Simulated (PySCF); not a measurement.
Compound: C3H7BO2.
Numbering: `[BH:1]1[O:2][CH2:3][CH2:4][CH2:5][O:6]1` (hydrogens: H7 on B1; H8, H9 on C3; H10, H11 on C4; H12, H13 on C5)

Geometry (PBE0-D3(BJ)/def2-SVP, Å), atoms numbered from 1 in this order:
```xyz
13
C3H7BO2 angstrom
B     -0.6034    1.6209    0.2175
O      0.7405    1.4400    0.1253
C      1.2671    0.1624   -0.1673
C      0.3317   -0.9387    0.2944
C     -1.0579   -0.6906   -0.2608
O     -1.5015    0.6181    0.0305
H     -1.0175    2.7217    0.4797
H      2.2498    0.0821    0.3229
H      1.4405    0.0876   -1.2564
H      0.2903   -0.9471    1.3969
H      0.7060   -1.9234   -0.0263
H     -1.0659   -0.8359   -1.3564
H     -1.7885   -1.3962    0.1645
```

The closed-shell ground state was solved at several levels (PySCF, density fitting, gas phase, non-relativistic).

```json
{"level": "LDA/pcSseg-1", "basis functions": "137", "total energy (Eh)": "-291.4406", "HOMO (eV)": "-6.92", "LUMO (eV)": "-0.33", "gap (eV)": "6.59", "dipole (D)": "3.32"}
{"level": "PBE0/pcSseg-2", "basis functions": "314", "total energy (Eh)": "-293.6910", "HOMO (eV)": "-8.34", "LUMO (eV)": "0.37", "gap (eV)": "8.71", "dipole (D)": "3.01"}
{"level": "B3LYP/pcSseg-1", "basis functions": "137", "total energy (Eh)": "-293.8954", "HOMO (eV)": "-8.09", "LUMO (eV)": "0.56", "gap (eV)": "8.65", "dipole (D)": "3.20"}
{"level": "PBE0/aug-cc-pVDZ", "basis functions": "201", "total energy (Eh)": "-293.6115", "HOMO (eV)": "-8.31", "LUMO (eV)": "-0.18", "gap (eV)": "8.13", "dipole (D)": "2.97"}
{"level": "HF/pcSseg-1", "basis functions": "137", "total energy (Eh)": "-292.1350", "HOMO (eV)": "-12.26", "LUMO (eV)": "3.94", "gap (eV)": "16.20", "dipole (D)": "3.27"}
{"level": "KT2/pcSseg-1", "basis functions": "137", "total energy (Eh)": "-298.6097", "HOMO (eV)": "-6.90", "LUMO (eV)": "-0.10", "gap (eV)": "6.80", "dipole (D)": "3.07"}
{"level": "B97-2/pcSseg-2", "basis functions": "314", "total energy (Eh)": "-293.9231", "HOMO (eV)": "-8.07", "LUMO (eV)": "0.40", "gap (eV)": "8.47", "dipole (D)": "2.98"}
{"level": "B3LYP/pcJ-1", "basis functions": "232", "total energy (Eh)": "-293.9334", "HOMO (eV)": "-8.08", "LUMO (eV)": "0.57", "gap (eV)": "8.65", "dipole (D)": "3.21"}
{"level": "KT3/pcSseg-1", "basis functions": "137", "total energy (Eh)": "-298.2351", "HOMO (eV)": "-6.93", "LUMO (eV)": "-0.12", "gap (eV)": "6.81", "dipole (D)": "3.02"}
{"level": "B97-D/pcSseg-1", "basis functions": "137", "total energy (Eh)": "-293.6800", "HOMO (eV)": "-6.82", "LUMO (eV)": "0.06", "gap (eV)": "6.88", "dipole (D)": "3.15"}
{"level": "PBE0/pcSseg-0", "basis functions": "68", "total energy (Eh)": "-292.8987", "HOMO (eV)": "-8.32", "LUMO (eV)": "1.17", "gap (eV)": "9.49", "dipole (D)": "3.93"}
```

(1) Estimate the row for mPW1PW91/pcSseg-1, a basis of 137 functions; the other rows only guide the guess.

(2) Over all these levels, which gives the widest orbital gap and which the narrowest?

(3) How much does the basis alone move the frontier levels among the 3 PBE0 rows?

(4) In the pcSseg-1 basis, how does the gap go with the fixed share of exact exchange?

(5) How far do the dipole and the HOMO energy spread over the levels?

Results:

(1) Total energy -293.8115 Eh, HOMO -8.39 eV, LUMO 0.85 eV, gap 9.24 eV, dipole 3.22 D.

(2) HF/pcSseg-1 (Hartree–Fock, all exact exchange) has the widest, 16.20 eV, and LDA/pcSseg-1 (LDA) the narrowest, 6.59 eV. The two share the basis. From the narrowest to the widest the HOMO moves by -5.34 eV and the LUMO by +4.27 eV. The HOMO need not be the same orbital at Hartree–Fock and at DFT levels.

(3) The HOMO by 0.03 eV and the LUMO by 1.35 eV. By rising basis size (HOMO, LUMO in eV): pcSseg-0 -8.32, 1.17; aug-cc-pVDZ -8.31, -0.18; pcSseg-2 -8.34, 0.37.

(4) LDA (0 %) 6.59 eV; KT2 (0 %) 6.80 eV; KT3 (0 %) 6.81 eV; B97-D (0 %) 6.88 eV; B3LYP (20 %) 8.65 eV; mPW1PW91 (25 %) 9.24 eV; HF (100 %) 16.20 eV. Each rise in the share widens the gap here.

(5) The dipole runs from 2.97 to 3.93 D (mean 3.20 D) and the HOMO from -12.26 to -6.82 eV.

One conformer stands for the species.

Note: B97-D ran without an empirical dispersion term, which enters the total energy and its gradient alone.
